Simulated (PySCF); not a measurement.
## A small calculation by hand: chemical shift, span and skew from a shielding tensor

CH₃ClMgO, SMILES [O]([Mg][Cl])C. Atoms are numbered in the order given.

```xyz
7

Mg     0.0000     0.0000    -0.1362
Cl     0.0000     0.0000    -2.3341
O      0.0000     0.0000     1.6254
C      0.0000     0.0000     3.0079
H      0.8909    -0.5143     3.4212
H      0.0000     1.0287     3.4212
H     -0.8909    -0.5143     3.4212
```
Charge 0, spin multiplicity 1.

The structure is a stationary point at B3LYP-D3(BJ)/def2-SVP. The values are those of a single conformer.

GIAO shieldings from HF/pcSseg-2 (PySCF), non-relativistic, no solvent. The symmetric part of the tensor of C4 has the principal values 116.0, 116.0, 187.4 ppm. The same nucleus in TMS has σ = 193.3 ppm at this level (PySCF, at its B3LYP-D3(BJ)/def2-TZVP geometry). Without spin–orbit terms, shifts of atoms bonded to Cl or Br come out too high.

Q: Work out the isotropic shielding, the ¹³C shift against TMS, the span and the skew.

A: 
σ(iso) = (σ11 + σ22 + σ33)/3 = 139.8 ppm. δ = σ(ref) − σ(iso) = 193.3 − (139.8) = 53.5 ppm.
Span Ω = σ33 − σ11 = 71.4 ppm. Skew κ = 3(σ(iso) − σ22)/Ω = 1.00, an axial tensor. Tumbling in solution averages the tensor to δ; in a static solid the shielding alone would spread this spin-1/2 line over Ω.
